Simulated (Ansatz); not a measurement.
Ga(Br)(Me)(OH) (CH4BrGaO), SMILES [CH3][Ga]([Br])[OH].

Coordinates come from a B3LYP-D3(BJ)/def2-SVP optimisation. The structure was generated by enumeration; whether it is a known compound was not checked. Other conformers were not sampled.

Two levels are set side by side: PBE/def2-SVPD (Ansatz, a first-principles code) and PBE0/def2-SVPD (Ansatz). Energy differences of separate SCF runs at the same geometry; the states with an electron removed or added have multiplicity 2 and 2. Differences are taken from unrounded values.

```json
[
 {"quantity": "vertical ionisation energy (eV)", "PBE0": "10.46"},
 {"quantity": "vertical singlet–triplet gap (eV)", "PBE0": "5.86"}
]
```

### Question
What does PBE give, and how far is it from PBE0? (An estimate is asked for; the answer gives what the named calculation found.)

### Answer

```json
[
 {"quantity": "vertical ionisation energy (eV)", "PBE": "10.07", "PBE minus PBE0": "-0.39"},
 {"quantity": "vertical singlet–triplet gap (eV)", "PBE": "5.33", "PBE minus PBE0": "-0.53"}
]
```
